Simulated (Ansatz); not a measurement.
Frontier orbitals of CH₄BInO (`[InH2][B]1CO1`).

The species carries charge 0 and has multiplicity 1. Correlated methods include outer-core shells of In, which these sets cover unevenly. In takes the def2 core potential. All single points use the PBE0-D4/def2-TZVP geometry. Basis def2-TZVPP, Ansatz 0.2.0.

| functional | HOMO (eV) | LUMO (eV) |
| --- | --- | --- |
| HF | -10.01 | 0.38 |

Q: Give HOMO and LUMO (eV) with LDA (SPW92), PBE, revPBE, BLYP, r2SCAN, B97M-V, PBE0, B3LYP, r2SCANh, r2SCAN0, HSE06 (plane-wave form), BHLYP, CAM-B3LYP, LC-ωPBE, ωB97X-V, ωB97M-V. (Estimate.)

A: Ansatz gave: 
```csv
functional,HOMO,LUMO
LDA (SPW92),-6.39,-2.98
PBE,-6.22,-2.72
revPBE,-6.16,-2.61
BLYP,-6.10,-2.70
r2SCAN,-6.43,-2.46
B97M-V,-6.47,-2.72
PBE0,-7.37,-2.00
B3LYP,-7.17,-2.29
r2SCANh,-6.86,-2.21
r2SCAN0,-7.51,-1.85
HSE06 (plane-wave form),-6.97,-2.36
BHLYP,-8.42,-1.38
CAM-B3LYP,-8.69,-1.21
LC-ωPBE,-10.01,-0.09
ωB97X-V,-9.64,-0.23
ωB97M-V,-9.50,-0.52
```

B3LYP here is the variant with VWN-RPA as its local correlation; programs differ in this. LC-ωPBE has ω = 0.4 bohr⁻¹.
